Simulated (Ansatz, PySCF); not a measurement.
C3H8O2Si, SMILES C[C@H]([SiH2]O)C=O. Atoms are numbered in the order given.

```xyz
14

C     -0.8771    -1.1792     1.2455
C     -0.5880    -0.4346    -0.0650
C     -1.6226     0.6036    -0.4070
O     -1.8413     1.0254    -1.5168
Si     1.1116     0.4200    -0.0302
O      2.1669    -0.7563     0.5129
H     -0.9702    -0.4759     2.0899
H     -1.8159    -1.7529     1.1840
H     -0.0627    -1.8766     1.4862
H     -0.5244    -1.1269    -0.9231
H     -2.1822     1.0107     0.4805
H      1.0734     1.5859     0.9054
H      1.4616     0.9039    -1.3943
H      3.0844    -0.5056     0.6699
```
Charge 0, spin multiplicity 1.

Geometry: B3LYP-D3(BJ)/def2-SVP. The structure was generated by enumeration; whether it is a known compound was not checked. The values are those of a single conformer.

Two levels are set side by side: PBE-D3(BJ)/def2-SVP (Ansatz, a program for electronic structure) and B3LYP-D3(BJ)/def2-SVP (Ansatz). Each level has its own optimised geometry; the coordinates shown are those of the second. Frequencies come from the Hessian of PySCF at each geometry. Differences are taken from unrounded values.

| quantity | B3LYP-D3(BJ) |
|---|---|
| mean bond length (Å) | 1.331 |
| bond C1–C2 (Å) | 1.535 |
| bond C2–C3 (Å) | 1.505 |
| bond C2–Si5 (Å) | 1.903 |
| bond C3–O4 (Å) | 1.207 |
| bond Si5–O6 (Å) | 1.671 |
| bond C1–H7 (Å) | 1.103 |
| bond C1–H8 (Å) | 1.102 |
| bond C1–H9 (Å) | 1.099 |
| bond C2–H10 (Å) | 1.104 |
| bond C3–H11 (Å) | 1.125 |
| bond Si5–H12 (Å) | 1.495 |
| bond Si5–H13 (Å) | 1.489 |
| bond O6–H14 (Å) | 0.964 |
| highest harmonic wavenumber (cm⁻¹) | 3878 |
| mean harmonic wavenumber (cm⁻¹) | 1284 |
| zero-point energy (kcal/mol) | 66.08 |

Question: What does PBE-D3(BJ) give, and how far is it from B3LYP-D3(BJ)? (The exact figures need the calculation; the answer reports its results.)

Answer: 
| quantity | PBE-D3(BJ) | PBE-D3(BJ) minus B3LYP-D3(BJ) |
|---|---|---|
| mean bond length (Å) | 1.340 | 0.009 |
| bond C1–C2 (Å) | 1.535 | 0.000 |
| bond C2–C3 (Å) | 1.507 | 0.002 |
| bond C2–Si5 (Å) | 1.911 | 0.009 |
| bond C3–O4 (Å) | 1.217 | 0.010 |
| bond Si5–O6 (Å) | 1.684 | 0.013 |
| bond C1–H7 (Å) | 1.110 | 0.008 |
| bond C1–H8 (Å) | 1.109 | 0.007 |
| bond C1–H9 (Å) | 1.107 | 0.008 |
| bond C2–H10 (Å) | 1.112 | 0.008 |
| bond C3–H11 (Å) | 1.137 | 0.012 |
| bond Si5–H12 (Å) | 1.510 | 0.014 |
| bond Si5–H13 (Å) | 1.503 | 0.014 |
| bond O6–H14 (Å) | 0.972 | 0.008 |
| highest harmonic wavenumber (cm⁻¹) | 3771 | -107 |
| mean harmonic wavenumber (cm⁻¹) | 1247 | -38 |
| zero-point energy (kcal/mol) | 64.15 | -1.93 |

GGA bonds tend to be longer and softer than those of functionals with exact exchange. Differences between two approximate levels are no errors against the true value.
